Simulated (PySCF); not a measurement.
A GIAO shielding run with PySCF 2.14 (density fitting, non-relativistic, gas phase) on SMILES COc1cccs1, C₅H₆OS:

```
{"job": {"kind": "nmr", "xc": "PBE0", "basis": "pcSseg-1"}, "charge": 0, "multiplicity": 1}
C      2.414973     0.242468     0.202674
O      1.446757    -0.389922    -0.599529
C      0.158605    -0.195699    -0.264170
C     -0.915369    -0.709433    -0.925968
C     -2.143203    -0.324595    -0.340675
C     -1.993637     0.466586     0.747013
S     -0.331477     0.771318     1.098725
H      2.273244     1.328468     0.207774
H      2.371721    -0.122901     1.234225
H      3.380113    -0.002800    -0.235981
H     -0.822656    -1.333991    -1.793994
H     -3.100085    -0.629336    -0.724656
H     -2.743373     0.900324     1.376834
```

Hardware: 1 thread of an x86-64 server CPU, shared host. The job also computes population analyses, field gradients, ring-centre shieldings.

**Question.** How large is the calculation?

**Answer.** 60 electrons, 156 basis functions and 829 auxiliary functions.

**Question.** How long does it take?

**Answer.** 13 s of wall time, with 14 SCF cycles and 5 response iterations. Times on a shared host scatter by some tens of per cent.
